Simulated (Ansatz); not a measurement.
The cluster WO₃ (the lowest singlet isomer of a short search) was relaxed with PBE0-D4 (def2-TZVP) in Ansatz in these states: charge +1 doublet, neutral quintet, neutral singlet, neutral triplet. The geometries follow in no particular order.

In the def2 sets W takes a core potential; there is no spin–orbit coupling.

A:

```xyz
4

W     0.5558   -0.0101    0.0638
O     0.0467   -0.8229   -1.3160
O    -0.0511    1.5501   -0.0818
O    -0.5514   -0.7171    1.3341
```

B:

```xyz
4

W     0.369   -0.158   -0.244
O     0.611   -0.336    1.446
O    -1.063   -1.011   -0.651
O     0.083    1.505   -0.551
```

C:

```xyz
4

W    -0.060   -0.031    0.102
O    -0.873   -0.453    1.518
O    -0.940    0.463   -1.555
O     1.872    0.021   -0.064
```

D:

Cartesian coordinates in Å:
```
W 0.0530 0.2639 0.1058
O 1.6546 -0.2426 -0.1911
O -1.0762 0.4369 -1.4063
O -0.6314 -0.4582 1.4916
```

Task: Judge from the bond lengths which geometry belongs to which state (an estimate).

Result: A is the charge +1 doublet (W1–O3 1.680 Å, W1–O4 1.827 Å, W1–O2 1.680 Å); B is the neutral singlet (W1–O3 1.716 Å, W1–O4 1.716 Å, W1–O2 1.716 Å); C is the neutral quintet (W1–O3 1.940 Å, W1–O4 1.940 Å, W1–O2 1.687 Å); D is the neutral triplet (W1–O3 1.895 Å, W1–O4 1.706 Å, W1–O2 1.706 Å).

At PBE0-D4/def2-TZVP a singlet lies 4.77 eV below the neutral quintet. At PBE0-D4/def2-TZVP a singlet lies 1.54 eV below the neutral triplet. These are the stationary points nearest to one start from a short search; other shapes may lie lower in each state.
